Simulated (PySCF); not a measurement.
**Radial density of O²⁺ (oxygen, charge +2)**

UHF, [He] 2s1 2p3, high-spin 5S determinant (an excited configuration). All numbers are calculated (PySCF 2.14, scalar relativity by spin-free X2C-1e, in x2c-TZVPPall).

| r (bohr) | 4πr²ρ (e/bohr) | 4πr²(ρα − ρβ) |
| --- | --- | --- |
| 0.00275 | 0.02936 | 0.0009 |
| 0.00463 | 0.08015 | 0.0026 |
| 0.00778 | 0.2121 | 0.0068 |
| 0.0131 | 0.5464 | 0.0173 |
| 0.0220 | 1.331 | 0.0418 |
| 0.0370 | 2.953 | 0.0915 |
| 0.0623 | 5.585 | 0.1711 |
| 0.105 | 8.122 | 0.2592 |
| 0.176 | 7.748 | 0.3712 |
| 0.296 | 4.327 | 0.9587 |
| 0.498 | 3.224 | 2.7505 |
| 0.838 | 3.820 | 3.8112 |
| 1.41 | 1.697 | 1.6967 |
| 2.37 | 0.1398 | 0.1398 |
| 3.99 | 0.0005198 | 0.0005 |

Densities and radii are taken from the X2C orbitals without a picture-change correction, which distorts them close to the nucleus.
